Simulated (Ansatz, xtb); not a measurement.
**Relative energy of two isomers of C4H3FOS**

Structure I is `O=C1C=CS[C@@H]1F`, a singlet and structure II is `Oc1sccc1F`, a singlet. Both are isolated molecules in the gas phase, relaxed with B3LYP/def2-SVP; the shapes shown needn't be the lowest conformers.

I (Å):

```xyz
10

C    -1.6838    0.2185    0.4047
C    -1.9786    0.9002   -0.8576
C    -0.9606    1.6688   -1.3033
C    -0.2532    0.5890    0.9154
F     0.4875   -0.5427    1.0804
O    -2.3802   -0.5491    1.0261
S     0.4970    1.7304   -0.3249
H    -2.9293    0.7638   -1.3732
H    -0.9729    2.2654   -2.2187
H    -0.3205    1.1134    1.8829
```

II (Å):

```json
{"atom": "C", "x (Å)": "-2.0858", "y (Å)": "0.5798", "z (Å)": "-0.1385"}
{"atom": "C", "x (Å)": "0.2460", "y (Å)": "-0.1843", "z (Å)": "0.2939"}
{"atom": "C", "x (Å)": "0.1844", "y (Å)": "1.1579", "z (Å)": "0.0325"}
{"atom": "C", "x (Å)": "-1.1523", "y (Å)": "1.5823", "z (Å)": "-0.2129"}
{"atom": "F", "x (Å)": "-1.5079", "y (Å)": "2.8517", "z (Å)": "-0.4969"}
{"atom": "O", "x (Å)": "-3.4204", "y (Å)": "0.6501", "z (Å)": "-0.3167"}
{"atom": "S", "x (Å)": "-1.3246", "y (Å)": "-0.9396", "z (Å)": "0.2428"}
{"atom": "H", "x (Å)": "-3.6470", "y (Å)": "1.5706", "z (Å)": "-0.5190"}
{"atom": "H", "x (Å)": "1.1224", "y (Å)": "-0.7895", "z (Å)": "0.5166"}
{"atom": "H", "x (Å)": "1.0428", "y (Å)": "1.8299", "z (Å)": "0.0114"}
```

Problem. Estimate which is lower in electronic energy at CCSD(T)/def2-SVP + ΔMP2/def2-TZVPP, and by roughly how much.

Solution. Too close to call at this level: CCSD(T)/def2-SVP + ΔMP2/def2-TZVPP gives E(II) − E(I) = −0.34 kcal/mol.

The same difference at several levels:

```csv
level,geometry,E(II) − E(I) (kcal/mol),departure from the last row (kcal/mol),"job, with rough time for the two"
GFN2-xTB,GFN2-xTB,−8.45,−8.11,"optimisation, 0.12 s"
HF/STO-3G,GFN2-xTB,−0.52,−0.18,"single point, 0.5 s"
r2SCAN-D4/def2-SVP,GFN2-xTB,−0.80,−0.46,"single point, 4.8 s"
B3LYP/def2-SVP,B3LYP/def2-SVP,+0.34,+0.68,"optimisation, 46 s"
HF/def2-SVP,B3LYP/def2-SVP,+3.88,+4.22,part of the CCSD(T) run
MP2/def2-SVP,B3LYP/def2-SVP,−2.15,−1.81,part of the CCSD(T) run
CCSD(T)/def2-SVP,B3LYP/def2-SVP,+1.63,+1.97,single point
CCSD(T)/def2-SVP + ΔMP2/def2-TZVPP,B3LYP/def2-SVP,−0.34,,"single point, 63 s"
```

As drawn, II has 1 C–O, 2 C∷S, 3 C∷C, 1 O–H in place of 1 C=O, 2 C–C, 1 C=C, 2 C–S, 1 C–H (∷ is an aromatic bond). Structure I has a 5-membered ring, II a 5-membered ring (with an aromatic ring).

The largest departure from CCSD(T)/def2-SVP + ΔMP2/def2-TZVPP is that of GFN2-xTB, 8.11 kcal/mol. The last row adds to CCSD(T) the change of the MP2 difference between the two basis sets, here −1.97 kcal/mol.

With thermal terms from frequencies at re-optimised GFN2-xTB minima (ideal gas, soft modes damped towards free rotors, one conformer each, 298.15 K, 1 atm): on the last row, ΔE + ΔZPE = −0.28, ΔH = −0.21, ΔG = −0.01 kcal/mol.

The correlated steps freeze 11 core orbitals. Mirror images aren't counted in ΔG. Run with Ansatz 0.2.0, xtb 6.7.1; the last row on 2 threads of Arm Neoverse V1 on a shared host.
